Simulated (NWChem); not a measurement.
Worked example: vertical ionisation energy of CsCl (SMILES [Cl][Cs])

CsCl: 2 atoms, total charge 0, spin state singlet. As SMILES, `[Cl][Cs]`. Geometry: the measured bond length.

```xyz
2

Cl    0.0000    0.0000    0.0000
Cs    0.0000    0.0000    2.9063
```

Both states at this one shape; open shells run unrestricted unless said. 1 Eh = 27.2114 eV.

```tsv
level	program	singlet CsCl (Eh)	doublet CsCl+ (Eh)
BP86/LANL2DZ (core potential)	NWChem	-34.944101	-34.651761
BP86/jorge-TZP	NWChem	-8009.350984	-8009.034927
B3LYP/def2-TZVPP (core potential)	NWChem	-480.473700	-480.157345
```

Task: Work out the vertical ionisation energy at each level.

Result: 
1. BP86/LANL2DZ (core potential): -34.651761 − (-34.944101) = 0.292340 Eh = 7.95 eV.
2. BP86/jorge-TZP: -8009.034927 − (-8009.350984) = 0.316057 Eh = 8.60 eV.
3. B3LYP/def2-TZVPP (core potential): -480.157345 − (-480.473700) = 0.316355 Eh = 8.61 eV.

No measured value is set beside it here; the levels span 7.95 to 8.61 eV. Spin-orbit coupling, which splits open shells on such heavy atoms by tenths of an eV, is left out. All-electron rows are non-relativistic unless named.
